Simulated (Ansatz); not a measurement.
Ansatz (a first-principles code) input (B3LYP-D3(BJ)/def2-TZVP):

Ansatz 0.2 input:
```yaml
crystal:
  periodic: [false, false, false]
  atoms:
    - {symbol: Al, position_ang: [-0.15526539, -0.72569440, -0.28210757]}
    - {symbol: C, position_ang: [0.39017292, 1.03799155, 0.41475884]}
    - {symbol: H, position_ang: [-0.08535335, 1.20433579, 1.38767278]}
    - {symbol: H, position_ang: [0.02484031, 1.82089132, -0.25900463]}
    - {symbol: H, position_ang: [1.46645436, 1.16248934, 0.53339726]}
    - {symbol: H, position_ang: [-1.72852874, -0.98163855, -0.48322008]}
basis:
  gaussian:
    orbitals: def2-TZVP
hamiltonian:
  xc: b3lyp
  dispersion: d3bj
magnetization: {spin_polarized: true, initial_magnetization: 1}
phonons: {temperatures: {t_min: 298.15, t_max: 298.15, t_step: 100}}
```

Output:

```
Functional definition: B3LYP
integrals: 0.02 GiB planned
615 factors; their error is unknown
mean field: 0.27 GiB planned
mean field evaluation 1: about -7691.0552 eV, gradient 4.1e1 eV
mean field evaluation 2: about -7680.1702 eV, gradient 5.4e1 eV
mean field evaluation 4: about -7699.1132 eV, gradient 9.7e-1 eV
mean field evaluation 8: about -7699.1258 eV, gradient 1.6e-1 eV
mean field evaluation 16: about -7699.1259 eV, gradient 3.0e-5 eV
mean field -7699.12594799 eV, -282.9376599335 hartree, gradient 3.0e-5 eV, S^2 0.751761; 0 other end points of the search recorded, 0 dependent functions left out
the calculation of the forces begins
reference -7699.12617816 eV, -282.9376683921 hartree; 12, 11 occupied and 80, 81 virtual orbitals, 615 factors
these checks for a lower state are left out or cut short: stability, starts, cluster_reference, orbital_swaps, neighbouring_geometries, increment
integrals: 0.02 GiB planned
615 factors; their error is unknown
mean field: 0.27 GiB planned
mean field -7699.12588179 eV, -282.9376575008 hartree, gradient 1.8e-6 eV, S^2 0.751757; 0 other end points of the search recorded, 0 dependent functions left out
the calculation of the forces begins
reference -7699.12611194 eV, -282.9376659587 hartree; 12, 11 occupied and 80, 81 virtual orbitals, 615 factors
these checks for a lower state are left out or cut short: stability, starts, cluster_reference, orbital_swaps, neighbouring_geometries, increment
integrals: 0.02 GiB planned
615 factors; their error is unknown
mean field: 0.27 GiB planned
mean field -7699.12592769 eV, -282.9376591877 hartree, gradient 1.7e-6 eV, S^2 0.751766; 0 other end points of the search recorded, 0 dependent functions left out
the calculation of the forces begins
reference -7699.12615788 eV, -282.9376676471 hartree; 12, 11 occupied and 80, 81 virtual orbitals, 615 factors
these checks for a lower state are left out or cut short: stability, starts, cluster_reference, orbital_swaps, neighbouring_geometries, increment
integrals: 0.02 GiB planned
615 factors; their error is unknown
mean field: 0.27 GiB planned
mean field evaluation 32: about -7699.1223 eV, gradient 1.6e-1 eV
mean field -7699.12591210 eV, -282.9376586147 hartree, gradient 1.2e-6 eV, S^2 0.751767; 0 other end points of the search recorded, 0 dependent functions left out
the calculation of the forces begins
reference -7699.12614225 eV, -282.9376670726 hartree; 12, 11 occupied and 80, 81 virtual orbitals, 615 factors
these checks for a lower state are left out or cut short: stability, starts, cluster_reference, orbital_swaps, neighbouring_geometries, increment
integrals: 0.02 GiB planned
615 factors; their error is unknown
mean field: 0.27 GiB planned
mean field -7699.12593782 eV, -282.9376595600 hartree, gradient 1.2e-6 eV, S^2 0.751756; 0 other end points of the search recorded, 0 dependent functions left out
the calculation of the forces begins
reference -7699.12616801 eV, -282.9376680193 hartree; 12, 11 occupied and 80, 81 virtual orbitals, 615 factors
these checks for a lower state are left out or cut short: stability, starts, cluster_reference, orbital_swaps, neighbouring_geometries, increment
integrals: 0.02 GiB planned
615 factors; their error is unknown
mean field: 0.27 GiB planned
mean field -7699.12586198 eV, -282.9376567728 hartree, gradient 1.4e-6 eV, S^2 0.751767; 0 other end points of the search recorded, 0 dependent functions left out
the calculation of the forces begins
reference -7699.12609212 eV, -282.9376652303 hartree; 12, 11 occupied and 80, 81 virtual orbitals, 615 factors
these checks for a lower state are left out or cut short: stability, starts, cluster_reference, orbital_swaps, neighbouring_geometries, increment
integrals: 0.02 GiB planned
[...]
mean field evaluation 64: about -7699.1222 eV, gradient 1.8e-1 eV
mean field -7699.12580027 eV, -282.9376545051 hartree, gradient 5.4e-7 eV, S^2 0.751761; 0 other end points of the search recorded, 0 dependent functions left out
the calculation of the forces begins
reference -7699.12603044 eV, -282.9376629636 hartree; 12, 11 occupied and 80, 81 virtual orbitals, 615 factors
these checks for a lower state are left out or cut short: stability, starts, cluster_reference, orbital_swaps, neighbouring_geometries, increment
integrals: 0.02 GiB planned
615 factors; their error is unknown
mean field: 0.27 GiB planned
mean field -7699.12592175 eV, -282.9376589693 hartree, gradient 8.3e-7 eV, S^2 0.751761; 0 other end points of the search recorded, 0 dependent functions left out
the calculation of the forces begins
reference -7699.12615190 eV, -282.9376674270 hartree; 12, 11 occupied and 80, 81 virtual orbitals, 615 factors
these checks for a lower state are left out or cut short: stability, starts, cluster_reference, orbital_swaps, neighbouring_geometries, increment
integrals: 0.02 GiB planned
615 factors; their error is unknown
mean field: 0.27 GiB planned
mean field -7699.12591658 eV, -282.9376587794 hartree, gradient 9.5e-7 eV, S^2 0.751762; 0 other end points of the search recorded, 0 dependent functions left out
the calculation of the forces begins
reference -7699.12614678 eV, -282.9376672389 hartree; 12, 11 occupied and 80, 81 virtual orbitals, 615 factors
these checks for a lower state are left out or cut short: stability, starts, cluster_reference, orbital_swaps, neighbouring_geometries, increment
integrals: 0.02 GiB planned
615 factors; their error is unknown
mean field: 0.27 GiB planned
mean field -7699.12594476 eV, -282.9376598150 hartree, gradient 1.3e-6 eV, S^2 0.751761; 0 other end points of the search recorded, 0 dependent functions left out
the calculation of the forces begins
reference -7699.12617495 eV, -282.9376682741 hartree; 12, 11 occupied and 80, 81 virtual orbitals, 615 factors
these checks for a lower state are left out or cut short: stability, starts, cluster_reference, orbital_swaps, neighbouring_geometries, increment
integrals: 0.02 GiB planned
615 factors; their error is unknown
mean field: 0.27 GiB planned
mean field -7699.12592858 eV, -282.9376592204 hartree, gradient 2.4e-6 eV, S^2 0.751762; 0 other end points of the search recorded, 0 dependent functions left out
the calculation of the forces begins
reference -7699.12615874 eV, -282.9376676785 hartree; 12, 11 occupied and 80, 81 virtual orbitals, 615 factors
these checks for a lower state are left out or cut short: stability, starts, cluster_reference, orbital_swaps, neighbouring_geometries, increment
integrals: 0.02 GiB planned
615 factors; their error is unknown
mean field: 0.27 GiB planned
mean field evaluation 96: about -7699.1259 eV, gradient 2.0e-5 eV
mean field -7699.12587364 eV, -282.9376572014 hartree, gradient 1.8e-6 eV, S^2 0.751762; 0 other end points of the search recorded, 0 dependent functions left out
the calculation of the forces begins
reference -7699.12610384 eV, -282.9376656608 hartree; 12, 11 occupied and 80, 81 virtual orbitals, 615 factors
these checks for a lower state are left out or cut short: stability, starts, cluster_reference, orbital_swaps, neighbouring_geometries, increment
integrals: 0.02 GiB planned
615 factors; their error is unknown
mean field: 0.27 GiB planned
mean field -7699.12585986 eV, -282.9376566951 hartree, gradient 1.5e-6 eV, S^2 0.751761; 0 other end points of the search recorded, 0 dependent functions left out
the calculation of the forces begins
reference -7699.12609001 eV, -282.9376651529 hartree; 12, 11 occupied and 80, 81 virtual orbitals, 615 factors
these checks for a lower state are left out or cut short: stability, starts, cluster_reference, orbital_swaps, neighbouring_geometries, increment
integrals: 0.02 GiB planned
615 factors; their error is unknown
mean field: 0.27 GiB planned
mean field -7699.12594373 eV, -282.9376597770 hartree, gradient 1.1e-6 eV, S^2 0.751762; 0 other end points of the search recorded, 0 dependent functions left out
the calculation of the forces begins
reference -7699.12617392 eV, -282.9376682364 hartree; 12, 11 occupied and 80, 81 virtual orbitals, 615 factors
these checks for a lower state are left out or cut short: stability, starts, cluster_reference, orbital_swaps, neighbouring_geometries, increment
integrals: 0.02 GiB planned
615 factors; their error is unknown
mean field: 0.27 GiB planned
mean field -7699.12592836 eV, -282.9376592123 hartree, gradient 2.7e-6 eV, S^2 0.751761; 0 other end points of the search recorded, 0 dependent functions left out
the calculation of the forces begins
reference -7699.12615851 eV, -282.9376676701 hartree; 12, 11 occupied and 80, 81 virtual orbitals, 615 factors
these checks for a lower state are left out or cut short: stability, starts, cluster_reference, orbital_swaps, neighbouring_geometries, increment
integrals: 0.02 GiB planned
615 factors; their error is unknown
mean field: 0.27 GiB planned
mean field -7699.12589567 eV, -282.9376580110 hartree, gradient 2.7e-6 eV, S^2 0.751761; 0 other end points of the search recorded, 0 dependent functions left out
the calculation of the forces begins
reference -7699.12612589 eV, -282.9376664714 hartree; 12, 11 occupied and 80, 81 virtual orbitals, 615 factors
these checks for a lower state are left out or cut short: stability, starts, cluster_reference, orbital_swaps, neighbouring_geometries, increment
integrals: 0.02 GiB planned
615 factors; their error is unknown
mean field: 0.27 GiB planned
mean field evaluation 128: about -7699.1259 eV, gradient 1.7e-5 eV
mean field -7699.12588536 eV, -282.9376576319 hartree, gradient 9.0e-7 eV, S^2 0.751761; 0 other end points of the search recorded, 0 dependent functions left out
the calculation of the forces begins
reference -7699.12611548 eV, -282.9376660887 hartree; 12, 11 occupied and 80, 81 virtual orbitals, 615 factors
these checks for a lower state are left out or cut short: stability, starts, cluster_reference, orbital_swaps, neighbouring_geometries, increment
integrals: 0.02 GiB planned
615 factors; their error is unknown
mean field: 0.27 GiB planned
mean field -7699.12592938 eV, -282.9376592496 hartree, gradient 1.6e-6 eV, S^2 0.751761; 0 other end points of the search recorded, 0 dependent functions left out
the calculation of the forces begins
reference -7699.12615953 eV, -282.9376677078 hartree; 12, 11 occupied and 80, 81 virtual orbitals, 615 factors
these checks for a lower state are left out or cut short: stability, starts, cluster_reference, orbital_swaps, neighbouring_geometries, increment
integrals: 0.02 GiB planned
615 factors; their error is unknown
mean field: 0.27 GiB planned
mean field -7699.12595690 eV, -282.9376602611 hartree, gradient 1.9e-6 eV, S^2 0.751762; 0 other end points of the search recorded, 0 dependent functions left out
the calculation of the forces begins
reference -7699.12618708 eV, -282.9376687201 hartree; 12, 11 occupied and 80, 81 virtual orbitals, 615 factors
these checks for a lower state are left out or cut short: stability, starts, cluster_reference, orbital_swaps, neighbouring_geometries, increment
integrals: 0.02 GiB planned
615 factors; their error is unknown
mean field: 0.27 GiB planned
mean field -7699.12592943 eV, -282.9376592516 hartree, gradient 2.4e-6 eV, S^2 0.751756; 0 other end points of the search recorded, 0 dependent functions left out
the calculation of the forces begins
reference -7699.12615960 eV, -282.9376677102 hartree; 12, 11 occupied and 80, 81 virtual orbitals, 615 factors
these checks for a lower state are left out or cut short: stability, starts, cluster_reference, orbital_swaps, neighbouring_geometries, increment
integrals: 0.02 GiB planned
615 factors; their error is unknown
mean field: 0.27 GiB planned
mean field -7699.12593155 eV, -282.9376593294 hartree, gradient 2.1e-6 eV, S^2 0.751767; 0 other end points of the search recorded, 0 dependent functions left out
the calculation of the forces begins
reference -7699.12616172 eV, -282.9376677879 hartree; 12, 11 occupied and 80, 81 virtual orbitals, 615 factors
Total energy: -7699.27133106 eV, -282.9430026628 hartree
Atom 0 at    -0.155265    -0.725694    -0.282108 Å, force    -0.000360    -0.000002    -0.000025 eV/Å
Atom 1 at     0.390173     1.037992     0.414759 Å, force    -0.000006     0.000361     0.000135 eV/Å
Atom 2 at    -0.085353     1.204336     1.387673 Å, force     0.000061    -0.000028    -0.000227 eV/Å
Atom 3 at     0.024840     1.820891    -0.259005 Å, force     0.000035    -0.000172     0.000158 eV/Å
Atom 4 at     1.466454     1.162489     0.533397 Å, force    -0.000124    -0.000173    -0.000073 eV/Å
Atom 5 at    -1.728529    -0.981639    -0.483220 Å, force     0.000394     0.000014     0.000032 eV/Å
Dipole moment:     0.105895     0.073584     0.034638 e Å
Vibrations: 117.36 459.59 536.42 605.86 758.87 1202.74 1436.13 1450.14 1802.23 3003.34 3064.43 3110.63 cm⁻¹, zero-point energy 1.087820 eV
```

It need not be the lowest isomer of its formula.
